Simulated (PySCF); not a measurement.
# Computed vibrations of BiCl3(H2O)

BiCl3(H2O) (singlet). PySCF 2.14.0, RKS PBE0, Bi def2-SVP with ECP60, Cl def2-SVP, O def2-SVP, H def2-SVP; non-relativistic Hamiltonian with scalar-relativistic core potentials where named; density fitting; no spin-orbit coupling. Central differences of gradients.

```xyz
7

Bi   -0.3605   -0.0707    0.0707
Cl    0.9762    1.9151    0.7493
Cl    0.6284   -1.6795    1.6795
Cl    0.9762   -0.7493   -1.9151
O    -0.8900    1.7995   -1.7995
H    -0.3402    2.5034   -1.4231
H    -0.3402    1.4231   -2.5034
```

Run from Python with OMP_NUM_THREADS=2. Where DIIS fails, smearing, a level shift and second-order steps follow.
It took 84 s on 2 threads of Arm Neoverse V1 (shared host).

What are the harmonic wavenumbers and infrared intensities?

Modes are labelled in Cs; negative numbers are unstable modes, those under 60 cm⁻¹ near the noise; a finer grid moves soft modes by up to 10 cm⁻¹.
```json
{"cm⁻¹": "70", "km/mol": "1.3", "symmetry": "a'"}
{"cm⁻¹": "81", "km/mol": "1.7", "symmetry": "a''"}
{"cm⁻¹": "107", "km/mol": "7.3", "symmetry": "a'"}
{"cm⁻¹": "115", "km/mol": "0.0", "symmetry": "a''"}
{"cm⁻¹": "133", "km/mol": "31.2", "symmetry": "a'"}
{"cm⁻¹": "196", "km/mol": "17.0", "symmetry": "a'"}
{"cm⁻¹": "296", "km/mol": "61.9", "symmetry": "a''"}
{"cm⁻¹": "321", "km/mol": "54.4", "symmetry": "a''"}
{"cm⁻¹": "326", "km/mol": "96.3", "symmetry": "a'"}
{"cm⁻¹": "343", "km/mol": "20.1", "symmetry": "a'"}
{"cm⁻¹": "513", "km/mol": "449.4", "symmetry": "a'"}
{"cm⁻¹": "515", "km/mol": "5.4", "symmetry": "a''"}
{"cm⁻¹": "1638", "km/mol": "52.7", "symmetry": "a'"}
{"cm⁻¹": "3781", "km/mol": "33.0", "symmetry": "a'"}
{"cm⁻¹": "3869", "km/mol": "89.7", "symmetry": "a''"}
```

Is this a minimum?

Yes. Ideal gas at 298.15 K and 1 bar: S = 415.8 J/(mol K), Cp = 119.4 J/(mol K), H − H(0 K) = 26.3 kJ/mol (rigid rotor, harmonic modes, spin degeneracy alone).
